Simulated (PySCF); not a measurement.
## TDDFT excited states: CH5Sb

Compound: SbH2Me, CH₅Sb.
Bonds: Sb1–C4. Hydrogens: H2, H3 on Sb1; H5, H6, H7 on C4.

The calculation used PySCF, TDDFT B3LYP/def2-SVPD, vertical, gas phase, core orbitals frozen in the response, def2 core potentials past Kr. Isolated species at its PBE0-D3(BJ)/def2-SVP geometry, gas phase. Spin–orbit coupling is left out.

Task: What does the calculation give for the low-lying excited states?

Result: 

```json
{"state": "S1", "E (eV)": "5.62", "E (hartree)": "0.2064", "f": "0.087", "|μ| (D)": "2.02", "main configurations (H = HOMO, L = LUMO)": "H→L (96%)"}
{"state": "S2", "E (eV)": "6.04", "E (hartree)": "0.2221", "f": "0.078", "|μ| (D)": "1.84", "main configurations (H = HOMO, L = LUMO)": "H→L+1 (93%)"}
{"state": "S3", "E (eV)": "6.21", "E (hartree)": "0.2281", "f": "0.156", "|μ| (D)": "2.57", "main configurations (H = HOMO, L = LUMO)": "H→L+2 (97%)"}
{"state": "S4", "E (eV)": "7.28", "E (hartree)": "0.2677", "f": "0.0004", "|μ| (D)": "0.11", "main configurations (H = HOMO, L = LUMO)": "H-2→L (57%), H-1→L+1 (42%)"}
{"state": "S5", "E (eV)": "7.30", "E (hartree)": "0.2681", "f": "0.099", "|μ| (D)": "1.89", "main configurations (H = HOMO, L = LUMO)": "H-1→L (78%), H→L+3 (11%)"}
{"state": "S6", "E (eV)": "7.57", "E (hartree)": "0.2782", "f": "0.0055", "|μ| (D)": "0.44", "main configurations (H = HOMO, L = LUMO)": "H→L+3 (76%), H-1→L (9%)"}
{"state": "S7", "E (eV)": "7.80", "E (hartree)": "0.2867", "f": "0.013", "|μ| (D)": "0.67", "main configurations (H = HOMO, L = LUMO)": "H→L+4 (83%), H-2→L+1 (9%)"}
{"state": "S8", "E (eV)": "7.82", "E (hartree)": "0.2874", "f": "0.061", "|μ| (D)": "1.43", "main configurations (H = HOMO, L = LUMO)": "H-1→L+1 (48%), H-2→L (35%)"}
{"state": "S9", "E (eV)": "8.12", "E (hartree)": "0.2984", "f": "0.205", "|μ| (D)": "2.58", "main configurations (H = HOMO, L = LUMO)": "H-1→L+2 (63%), H-2→L+1 (19%)"}
{"state": "S10", "E (eV)": "8.29", "E (hartree)": "0.3048", "f": "0.180", "|μ| (D)": "2.40", "main configurations (H = HOMO, L = LUMO)": "H-2→L+2 (90%)"}
```

Triplets (Tamm–Dancoff): T1 4.70 eV, H→L (95%); T2 4.91 eV, H→L+1 (97%); T3 5.77 eV, H→L+2 (89%); T4 6.43 eV, H-1→L (76%), H-2→L+1 (10%), H→L+2 (8%).

The lowest singlet lies at 5.62 eV (221 nm, ultraviolet) and is of moderate strength; its leading configuration is HOMO→LUMO (96%). The most intense listed level is S9 at 8.12 eV (153 nm, f = 0.205), 2.50 eV above S1. Löwdin shares by element: HOMO antimony 66%, hydrogen 16% or more, carbon 14%; LUMO antimony 49%, carbon 20%, hydrogen 18% or more. Of the 10 states listed, 8 reach f = 0.01 and 1 stays under 0.0005. The listed states span 2.68 eV, and the widest gap between neighbours is 1.08 eV (S3 to S4). The vertical ionisation energy (ΔSCF) is 9.33 eV, 1.04 eV above S10. Singlets were solved by full linear response, triplets in the Tamm–Dancoff approximation.
